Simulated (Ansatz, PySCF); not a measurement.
Ansatz (a program for electronic structure) was given this input:
Ansatz 0.2 input:
```yaml
crystal:
  periodic: [false, false, false]
  atoms:
    - {symbol: C, position_ang: [-2.00424668, -0.41392756, 0.05397322]}
    - {symbol: Si, position_ang: [-0.02869839, -0.00592694, 0.00077283]}
    - {symbol: Cl, position_ang: [0.61613008, -1.24640386, -1.42202929]}
    - {symbol: Cl, position_ang: [-0.01476030, 1.93265254, -0.46898025]}
    - {symbol: Cl, position_ang: [0.54014561, -0.45049691, 1.86026918]}
    - {symbol: H, position_ang: [-2.11676567, -1.46265474, 0.30566865]}
    - {symbol: H, position_ang: [-2.45099666, 0.22153514, 0.81057179]}
    - {symbol: H, position_ang: [-2.41074186, -0.20011778, -0.92831332]}
basis:
  gaussian:
    orbitals: STO-3G
hamiltonian:
  xc: b3lyp
total_charge: 1
magnetization: {spin_polarized: true, initial_magnetization: 1}
accuracy: high
```

Question: Give the equivalent PySCF input.

Answer: One answer among several that fit: 
```python
from pyscf import gto, scf, dft

mol = gto.M(
    atom='''
C    -2.00424668   -0.41392756    0.05397322
Si   -0.02869839   -0.00592694    0.00077283
Cl    0.61613008   -1.24640386   -1.42202929
Cl   -0.01476030    1.93265254   -0.46898025
Cl    0.54014561   -0.45049691    1.86026918
H    -2.11676567   -1.46265474    0.30566865
H    -2.45099666    0.22153514    0.81057179
H    -2.41074186   -0.20011778   -0.92831332
''',
    basis='sto-3g',
    charge=1,
    spin=1,
    verbose=4,
)

mf = dft.UKS(mol)
mf.xc = 'b3lyp'
mf.grids.atom_grid = (99, 590)
mf.grids.prune = None
mf.kernel()
```

Both were run: Ansatz gave -1690.921730 Eh and PySCF -1690.921731 Eh, 0.002 mEh apart.
